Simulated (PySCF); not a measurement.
Species: C7H12Si.
Atom-mapped SMILES: `[CH3:1][CH:2]([CH3:3])[C:4]1=[CH:5][SiH2:6][CH:7]=[CH:8]1` (hydrogens: H9, H10, H11 on C1; H12 on C2; H13, H14, H15 on C3; H16 on C5; H17, H18 on Si6; H19 on C7; H20 on C8)

Torsions of this conformer, `[CH3:1][CH:2]([CH3:3])[C:4]1=[CH:5][SiH2:6][CH:7]=[CH:8]1`: C1–C2–C4–C5 118°.

The closed-shell ground state was solved at several levels (PySCF, density fitting, gas phase, non-relativistic). Geometry: PBE0-D3(BJ)/def2-SVP, one conformer, isolated molecule.

```json
{"level": "B3LYP/pcSseg-1", "basis functions": "203", "total energy (Eh)": "-563.4158", "HOMO (eV)": "-6.41", "LUMO (eV)": "-1.56", "gap (eV)": "4.85", "dipole (D)": "1.04"}
{"level": "PBE0/def2-SVPD", "basis functions": "260", "total energy (Eh)": "-562.7000", "HOMO (eV)": "-6.66", "LUMO (eV)": "-1.40", "gap (eV)": "5.26", "dipole (D)": "1.19"}
```

Task: Estimate the row for PBE0/pcSseg-1, a basis of 203 functions; the other rows only guide the guess.

Result: Total energy -562.9245 Eh, HOMO -6.65 eV, LUMO -1.40 eV, gap 5.25 eV, dipole 1.07 D.

Task: How far do the dipole and the HOMO energy spread over the levels?

Result: The dipole runs from 1.04 to 1.19 D (mean 1.10 D) and the HOMO from -6.66 to -6.41 eV.
